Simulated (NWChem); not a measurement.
Correlation energy of CdS

SMILES: [S]=[Cd]
```xyz
2

Cd     0.0000     0.0000     0.5614
S      0.0000     0.0000    -1.6843
```
Charge 0, spin multiplicity 1.

All runs are NWChem calculations. The geometry was optimised at PBE0/def2-SVP with def2 effective core potentials on Cd, a minimum by its harmonic frequencies.

Basis set: def2-SVP. Each correlation energy counts from its own Hartree-Fock reference.

Effective core potentials replace the inner electrons of Cd; spin-orbit coupling is left out. The correlated methods keep 9 core orbitals frozen. The structure started from a generated list of species. Coupled-cluster values serve here as a point of comparison, not as the truth.

Problem. One of these methods gave a correlation energy of -421.7 mHa. Which?
A. SCS-MP2
B. CCSD(T)
C. CR-CCSD[T]
D. CCSD+T(CCSD)

Solution. C, CR-CCSD[T]. The others give -425.5 (CCSD+T(CCSD)), -370.8 (SCS-MP2), -423.6 (CCSD(T)).
